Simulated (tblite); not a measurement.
Species: C5H16FNSi2.
Numbering: `[CH3:1][NH:2][CH2:3][C:4]([CH3:5])([CH3:6])[SiH2:7][SiH2:8][F:9]` (hydrogens: H10, H11, H12 on C1; H13 on N2; H14, H15 on C3; H16, H17, H18 on C5; H19, H20, H21 on C6; H22, H23 on Si7; H24, H25 on Si8)

Computed geometry: GFN2-xTB, gas phase.

Problem. Give the optimised bond lengths and angles.

Solution. 
```csv
bond,length (pm)
C1–N2,145.0
N2–C3,145.4
C3–C4,152.7
"C4–C5, C4–C6",152.5
C4–Si7,191.9
Si7–Si8,229.3
Si8–F9,161.7
C1–H10,109.9
"C1–H11, C1–H12",108.9
N2–H13,101.6
"C3–H14, C3–H15",109.9
C5–H16 and 5 like bonds,108.9
Si7–H22,148.7
Si7–H23,146.9
"Si8–H24, Si8–H25",146.3
```

Bonds in one row agree within 1 pm and their mean is given. A selection of angles:
```csv
angle,degrees
C1–N2–C3,114.3
N2–C3–C4,107.2
C3–C4–C5,110.5
C3–C4–C6,110.3
C3–C4–Si7,105.0
C5–C4–C6,108.8
C5–C4–Si7,110.3
C6–C4–Si7,111.9
C4–Si7–Si8,112.8
Si7–Si8–F9,105.8
H13–N2–C1,108.8
H13–N2–C3,108.8
```

Dihedral angles: C1–N2–C3–C4 -169° (antiperiplanar); N2–C3–C4–C5 -86° (synclinal); C3–C4–Si7–Si8 53° (synclinal); C4–Si7–Si8–F9 177° (antiperiplanar). The mirror-image conformer, all signs reversed, is as good.

Of the pairs four or more bonds apart, Si7···H13 is among the closest relative to their van der Waals radii: 2.94 Å, 89 % of the sum of Bondi's values. Si7 (SiH2 silicon) is distorted tetrahedral (angles from 102.7° to 116.3°). Si8 (fluorine-bound silicon) is distorted tetrahedral (angles from 101.8° to 120.9°). All 3 C–C bonds measure 1.524 to 1.527 Å. N2 (secondary amine nitrogen) is pyramidal (angles 114.3°, 108.8° and 108.8°, sum 331.9°, 0.40 Å off the plane of its three neighbours).

Point group: C1 (no symmetry element, even within 0.4 Å). Its lowest GFN2-xTB frequency is 3 cm⁻¹, too small to tell a flat minimum from a shallow saddle. One conformer, not necessarily the lowest.
